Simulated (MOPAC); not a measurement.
A run for MOPAC: PM6 on HF (SMILES F).

```
PM6 1SCF PRECISE CHARGE=0 THREADS=1
HF

F      0.22327355 1     0.18140599 1     3.22763293 1
H      0.10230578 1     0.15884233 1     2.27062650 1
```

The log:

```
*******************************************************************************
 **                                                                           **
 **                              MOPAC v23.2.5                                **
 **                                                                           **
 *******************************************************************************
 ** MOPAC's Digital Object Identifier: https://doi.org/10.5281/zenodo.6511958 **
 **                                                                           **
 ** Please cite the open-source release paper for use of this MOPAC version:  **
 ** J. E. Moussa and J. J. P. Stewart (2026)                                  **
 ** MOPAC: An open-source semiempirical molecular orbital program             **
 ** J. Open Source Softw., 11(119), 8025, https://doi.org/10.21105/joss.08025 **
 *******************************************************************************

                              PM6 CALCULATION RESULTS

 *******************************************************************************
 *  PM6        - The PM6 Hamiltonian to be used
 *
 *
 *
 *                 CHARGE ON SYSTEM = 0
 *
 *
 *
 *  PRECISE    - TIGHTER CRITERIA TO BE USED
 *  1SCF       - DO 1 SCF AND THEN STOP
 *  THREADS=1  - MULTI-THREADING NOT USED
 *  T=         - A TIME OF 172800.0 SECONDS REQUESTED
 *  DUMP=N     - RESTART FILE WRITTEN EVERY 7200.0 SECONDS REQUESTED
 *******************************************************************************
PM6 1SCF PRECISE CHARGE=0 THREADS=1
 HF

   ATOM   CHEMICAL          X               Y               Z
  NUMBER   SYMBOL      (ANGSTROMS)     (ANGSTROMS)     (ANGSTROMS)

     1       F          0.22327355  *   0.18140599  *   3.22763293  *
     2       H          0.10230578  *   0.15884233  *   2.27062650  *



          CARTESIAN COORDINATES

    NO.       ATOM           X           Y           Z

     1         F          0.2233      0.1814      3.2276
     2         H          0.1023      0.1588      2.2706

 General Reference for PM6:
 "Optimization of Parameters for Semiempirical Methods V: Modification of NDDO Approximations
 and Application to 70 Elements", J. J. P. Stewart, J. Mol. Mod., 13, 1173-1213 (2007)
 URL: https://link.springer.com/article/10.1007/s00894-007-0233-4

           Empirical Formula: H F  =     2 atoms



      MOLECULAR POINT GROUP   :   C*v


      RHF CALCULATION, NO. OF DOUBLY OCCUPIED LEVELS = 4


 -------------------------------------------------------------------------------
 PM6 1SCF PRECISE CHARGE=0 THREADS=1
 HF



     1SCF WAS SPECIFIED, SO BFGS WAS NOT USED
     SCF FIELD WAS ACHIEVED


                              PM6 CALCULATION
                                                       MOPAC v23.2.5 Linux




          FINAL HEAT OF FORMATION =        -63.61215 KCAL/MOL =    -266.15323 KJ/MOL


          COSMO AREA              =         39.80 SQUARE ANGSTROMS
          COSMO VOLUME            =         23.50 CUBIC ANGSTROMS

          IONIZATION POTENTIAL    =         15.823013 EV
          HOMO LUMO ENERGIES (EV) =        -15.823  4.119
          NO. OF FILLED LEVELS    =          4
          MOLECULAR WEIGHT        =         20.0063         POINT GROUP:  C*v

          MOLECULAR DIMENSIONS (Angstroms)

            Atom       Atom       Distance
            H     2    F     1     0.96489
            H     2    F     1     0.00000
            F     1    H     2     0.00000


          SCF CALCULATIONS        =          1





   ATOM   CHEMICAL          X               Y               Z
  NUMBER   SYMBOL      (ANGSTROMS)     (ANGSTROMS)     (ANGSTROMS)

     1       F          0.22327355  *   0.18140599  *   3.22763293  *
     2       H          0.10230578  *   0.15884233  *   2.27062650  *

                             CARTESIAN COORDINATES

   1    F        0.223273550     0.181405990     3.227632930
   2    H        0.102305780     0.158842330     2.270626500


           Empirical Formula: H F  =     2 atoms



      MOLECULAR POINT GROUP   :   C*v


                  EIGENVALUES
 -40.78532 -17.03477 -15.82301 -15.82301   4.11879


              NET ATOMIC CHARGES AND DIPOLE CONTRIBUTIONS

  ATOM NO.   TYPE          CHARGE      No. of ELECS.   s-Pop       p-Pop
    1          F          -0.270465        7.2705     1.96617     5.30430
    2          H           0.270465        0.7295     0.72954
 DIPOLE           X         Y         Z       TOTAL
 POINT-CHG.    -0.157    -0.029    -1.243     1.253
 HYBRID        -0.023    -0.004    -0.180     0.181
 SUM           -0.180    -0.034    -1.423     1.435


          ATOMIC ORBITAL ELECTRON POPULATIONS

     Atom    s        px        py        pz
    1  F   1.96617   1.98907   1.99962   1.31561
    2  H   0.72954

 **********************
 *                    *
 * JOB ENDED NORMALLY *
 *                    *
 **********************




 == MOPAC DONE ==
```

The run finished.

Cost: about 0.010 core-seconds (a rough figure).
